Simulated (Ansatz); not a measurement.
# AlGeH4F (SMILES [F][AlH][GeH3]): the energy to break a bond

AlGeH4F has 7 atoms, charge 0, and is taken as a singlet. As SMILES, `[F][AlH][GeH3]`. The shape was relaxed beforehand at B3LYP/def2-SVP.

```xyz
7

F    -2.0215   -1.5175    0.7215
Al   -0.4939   -1.3298    0.0673
Ge    0.4300    0.9641   -0.0668
H     0.2032   -2.6626   -0.4203
H     0.1014    1.6132   -1.4338
H    -0.1297    1.9019    1.0259
H     1.9718    0.9627    0.0607
```

Wanted: the dissociation energy of the H7–Ge3 bond into doublet H and doublet AlGeH3F (shapes relaxed at B3LYP/def2-SVP, no zero-point term). 1 Eh = 2625.50 kJ/mol = 27.2114 eV. Totals in Eh; open shells run unrestricted unless said.

```
          level  program       AlGeH4F  doublet H  doublet AlGeH3F
   HF/def2-TZVP   Ansatz  -2419.174245  -0.499810     -2418.576961
  PBE/def2-TZVP   Ansatz  -2421.239728  -0.499616     -2420.616931
B3LYP/def2-TZVP   Ansatz  -2421.874773  -0.502154     -2421.245184
```

Work out the dissociation energy at each level.


1. HF/def2-TZVP: (-0.499810) + (-2418.576961) − (-2419.174245) = 0.097474 Eh = 255.9 kJ/mol = 2.65 eV.
2. PBE/def2-TZVP: (-0.499616) + (-2420.616931) − (-2421.239728) = 0.123181 Eh = 323.4 kJ/mol = 3.35 eV.
3. B3LYP/def2-TZVP: (-0.502154) + (-2421.245184) − (-2421.874773) = 0.127435 Eh = 334.6 kJ/mol = 3.47 eV.

The levels span 256 to 335 kJ/mol; no measured value is set beside them. Hartree–Fock lacks the correlation of the bonding electrons, so it comes out low. A bond enthalpy at 298 K also holds the loss of zero-point energy and thermal terms.
